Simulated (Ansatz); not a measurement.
Relaxation of CH7BFN (11 atoms, charge 0, multiplicity 1), to a largest force component of 0.03 eV/Å in at most 50 steps.

These are results of RKS PBE-D4/def2-SVP in Ansatz 0.2.0, not measurements.

```xyz
11
Properties=species:S:1:pos:R:3:forces:R:3
B 0.069 -0.187 0.253 0.11 -0.36 2.10
N 0.087 -0.246 1.731 -0.06 -0.20 -2.07
H -0.764 -0.406 2.270 0.01 -0.02 0.01
H 0.946 -0.251 2.275 0.04 0.03 0.01
C 1.368 -0.025 -0.622 -0.09 -0.01 0.04
H 1.623 -1.000 -1.083 0.03 -0.10 -0.06
H 1.199 0.678 -1.461 -0.03 0.04 -0.02
H 2.253 0.316 -0.054 0.06 0.03 0.06
F -1.135 -0.339 -0.346 0.03 0.01 0.04
H -0.408 2.165 0.295 -0.55 1.12 -1.60
H -0.216 1.852 0.917 0.45 -0.53 1.49
```

**Question.** Where does it end, and by what steps?

**Answer.** The run converged. The force dipped under the threshold on the way, but the program's further checks kept it going. After 16 steps the energy has fallen by 0.325 eV; H10 moved furthest, 1.14 Å.

```
step  energy less start (eV)  largest force component (eV/Å)  accepted
   0                  0.0000                           2.101       yes
   1                 -0.2033                           1.041       yes
   2                 -0.2650                           0.269       yes
   3                 -0.2885                           0.155       yes
   4                 -0.2950                           0.147       yes
   5                 -0.3007                           0.146       yes
   6                 -0.2968                           0.717        no
   7                 -0.3092                           0.078       yes
   8                 -0.3166                           0.046       yes
   9                 -0.3042                           0.944        no
  10                 -0.3197                           0.036       yes
  11                 -0.3214                           0.176       yes
  12                 -0.3222                           0.212       yes
  13                 -0.3243                           0.101       yes
  14                 -0.3249                           0.035       yes
  15                 -0.3252                           0.015       yes
  16                 -0.3253                           0.014       yes
```

```xyz
11
Properties=species:S:1:pos:R:3
B 0.130 -0.555 0.208
N 0.020 -0.240 1.577
H -0.814 -0.453 2.125
H 0.771 0.196 2.109
C 1.397 -0.231 -0.672
H 1.764 -1.148 -1.179
H 1.120 0.479 -1.482
H 2.240 0.213 -0.106
F -0.941 -1.156 -0.373
H -0.345 3.106 0.935
H -0.321 2.342 1.031
```

Time of the run: 30 s on 2 threads of Arm Neoverse V1, with other jobs on the host, peak memory 0.15 GiB.
